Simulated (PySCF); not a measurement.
Al(Me)(Cl) (CH3AlCl), SMILES [CH3][Al+][Cl], charge +1. Coordinates come from a B3LYP-D3(BJ)/def2-TZVP optimisation. The spin state was assumed, not searched. The isomer is the one that the SMILES or the coordinates give; other isomers of the formula were not compared.

Level of theory: B3LYP-D3(BJ)/def2-TZVP (PySCF).

Harmonic wavenumbers (cm⁻¹): 128, 128, 472, 740, 740, 774, 1228, 1421, 1421, 3032, 3125, 3125. Rotational constants (GHz): 157.1, 2.764, 2.764; symmetry number 3.

Work out the zero-point energy and the ideal-gas rigid-rotor harmonic-oscillator thermochemistry at 298.15 K and 1 atm.

ZPE = ½ Σ hcν = ½ × 16332 cm⁻¹ = 97.69 kJ/mol. H − E(el) = 112.64 kJ/mol. Entropy in J/(mol K): translation 163.00, rotation 87.55, vibration 31.41, total 281.96. G − E(el) = 28.58 kJ/mol. Cp = 65.70 J/(mol K). Modes under 150 cm⁻¹ make the vibrational entropy uncertain.
